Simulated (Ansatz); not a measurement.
`[F][Ge]([F])([Cl])[Cl]` + `C[N](C)[Zr]([F])([F])[NH]C(C)(C)C` → `CC(C)(C)[NH][Ge]([F])([Cl])[Cl]` + `C[N](C)[Zr]([F])([F])[F]`  (redistribution)

Isolated molecules relaxed with PBE0-D4/def2-TZVP in Ansatz; ΔE leaves out vibrations. CCSD(T)/CBS is the MP2 limit (def2-TZVPP, def2-QZVPP) plus CCSD(T) − MP2 in def2-TZVPP, frozen cores. Functionals use def2-TZVPP. Elements past krypton have def2 core potentials. For Ge, Zr outer-core shells are correlated without core-valence functions, which leaves a few kJ/mol of doubt a bond. Scalar relativity is left out up to krypton. Each species was taken in one conformer, which may not be the lowest.

`[F][Ge]([F])([Cl])[Cl]`:

Cartesian coordinates in Å:
```
F -1.554 0.018 -0.775
Ge -0.012 0.016 -0.048
F 1.063 0.650 -1.210
Cl 0.539 -1.956 0.402
Cl -0.036 1.273 1.631
```

`C[N](C)[Zr]([F])([F])[NH]C(C)(C)C`:

Cartesian coordinates in Å:
```
C 0.700 2.052 -1.579
N 0.658 0.714 -2.104
C 0.579 0.677 -3.547
Zr 0.688 -1.121 -1.257
F 2.316 -1.999 -1.789
F -0.859 -2.080 -1.905
N 0.718 -0.854 0.751
C -0.367 -0.552 1.682
C -1.619 -0.249 0.866
C 0.006 0.668 2.523
C -0.626 -1.748 2.595
H 1.566 2.609 -1.964
H 0.774 2.032 -0.491
H -0.200 2.623 -1.851
H -0.327 1.176 -3.920
H 1.449 1.156 -4.017
H 0.544 -0.356 -3.919
H 1.587 -1.010 1.255
H -1.923 -1.113 0.267
H -1.454 0.602 0.197
H -2.456 0.005 1.519
H -0.791 0.916 3.229
H 0.184 1.535 1.884
H 0.916 0.476 3.097
H -0.900 -2.626 2.006
H 0.271 -1.993 3.172
H -1.433 -1.539 3.302
```

`CC(C)(C)[NH][Ge]([F])([Cl])[Cl]`:

Z-matrix (Å, degrees):
```
C
C 1 1.527
H 1 1.092 2 110.7
H 1 1.093 2 110.9 3 -120.3
H 1 1.093 2 110.6 3 120.0
C 2 1.524 1 110.1 3 -179.8
C 2 1.522 1 110.0 3 59.0
N 2 1.471 1 110.9 3 -61.6
H 6 1.092 2 110.6 1 -59.1
H 6 1.091 2 110.5 1 -179.7
H 6 1.094 2 110.8 1 60.3
H 7 1.091 2 111.0 1 -178.9
H 7 1.094 2 111.5 1 -57.5
H 7 1.091 2 109.9 1 61.1
Ge 8 1.791 2 125.2 1 79.3
H 8 1.011 2 113.0 1 -63.3
F 15 1.729 8 113.5 2 -37.0
Cl 15 2.122 8 114.3 2 81.8
Cl 15 2.123 8 108.1 2 -156.0
```

`C[N](C)[Zr]([F])([F])[F]`:

Cartesian coordinates in Å:
```
C 0.145 -1.430 -0.557
N -0.078 -0.139 0.053
C -0.660 -0.223 1.374
Zr 0.462 1.592 -0.801
F -0.684 2.960 -0.119
F 0.401 1.349 -2.696
F 2.266 1.973 -0.278
H 0.833 -2.042 0.040
H 0.577 -1.321 -1.557
H -0.795 -1.987 -0.665
H -1.634 -0.729 1.348
H -0.011 -0.777 2.064
H -0.822 0.774 1.795
```

| level | ΔE (kcal/mol) |
| --- | --- |
| PBE0 | -20.4 |
| MP2/def2-SVP | -19.2 |
| CCSD/def2-SVP | -19.5 |
| SCS-MP2/def2-TZVPP | -18.3 |

Problem. What does CCSD(T)/CBS give? (Estimate.)

Solution. The calculation gave: -19.4 kcal/mol. The listed levels differ from it by -1.0, 0.2, -0.1, 1.1 kcal/mol.

Largest T1 diagnostic among the species: 0.016.

Leaving LDA and LC-ωPBE aside and taking each functional with its dispersion term where it has one, the values, not all of them listed here, spread over 2.5 kcal/mol, from ωB97X-V to B97M-V. In def2-TZVPP, CCSD(T) changes the Hartree–Fock value by +3.0 kcal/mol (the triples alone add +0.6 kcal/mol) and MP2 by +2.7 kcal/mol.
